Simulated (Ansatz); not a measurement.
Computed with Ansatz on PBE0-D4/def2-TZVP structures; ΔE is electronic, products minus reactants. CCSD(T)/CBS adds triple-zeta CCSD(T) − MP2 to the extrapolated MP2 energy (def2 sets, frozen cores). This one scheme is used for every species. DFT in def2-TZVPP. Each species was taken in one conformer, which may not be the lowest.

`OC(F)[SiH2][SiH3]` + H₂S → `[SiH3][SiH2]S` + `OCF`  (ligand exchange at the Si–C bond)

```csv
level,ΔE (kcal/mol)
PBE,-20.0
r2SCAN,-20.6
PBE0,-21.3
HF/CBS(def2),-22.5
```

Task: What does CCSD(T)/CBS give? (An estimate is asked.)

Result: Ansatz gave: -20.5 kcal/mol. The listed levels differ from it by 0.5, -0.1, -0.8, -2.0 kcal/mol.

Largest T1 diagnostic among the species: 0.013.

In def2-TZVPP, CCSD(T) changes the Hartree–Fock value by +2.5 kcal/mol (the triples alone add +0.2 kcal/mol) and MP2 by +0.8 kcal/mol. From PBE to PBE0 (25 % exact exchange), in def2-TZVPP and without D4, ΔE moves by −1.3 kcal/mol.
